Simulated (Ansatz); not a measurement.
Consider the ligand exchange at the Si–C bond: `C[Si](N)(O)Br` + HCl → `N[Si](O)(Cl)Br` + CH₄.

Calculated with Ansatz (gas phase, PBE0-D4/def2-TZVP geometries, no zero-point term in ΔE). CCSD(T)/CBS adds triple-zeta CCSD(T) − MP2 to the extrapolated MP2 energy (def2 sets, frozen cores). This one scheme is used for every species. DFT in def2-TZVPP. B3LYP here is the variant with VWN-RPA as its local correlation; programs differ in this. For Br outer-core shells are correlated without core-valence functions, which leaves a few kJ/mol of doubt a bond. Scalar relativity is left out up to krypton. Each species was taken in one conformer, which may not be the lowest.

```
             level  ΔE (kJ/mol)  difference from CCSD(T)/CBS
            PBE-D4        -92.6                          1.3
         r2SCAN-D4        -96.9                         -3.0
           ωB97X-V        -94.3                         -0.4
           ωB97M-V        -94.5                         -0.6
            B2PLYP        -96.1                         -2.2
             B3LYP        -95.1                         -1.2
     HF/def2-TZVPP        -99.9                         -6.0
    MP2/def2-TZVPP        -96.4                         -2.5
   CCSD/def2-TZVPP        -90.7                          3.2
CCSD(T)/def2-TZVPP        -90.8                          3.1
     HF/def2-QZVPP        -99.9                         -6.0
    MP2/def2-QZVPP        -98.1                         -4.2
SCS-MP2/def2-QZVPP        -97.2                         -3.3
      HF/CBS(def2)        -99.9                         -6.0
     MP2/CBS(def2)        -99.4                         -5.5
    CCSD/CBS(def2)        -93.8                          0.1
       CCSD(T)/CBS        -93.9                            0
```

Largest T1 diagnostic among the species: 0.009.

In def2-TZVPP, CCSD(T) changes the Hartree–Fock value by +9.0 kJ/mol (the triples alone add −0.1 kJ/mol) and MP2 by +3.5 kJ/mol.
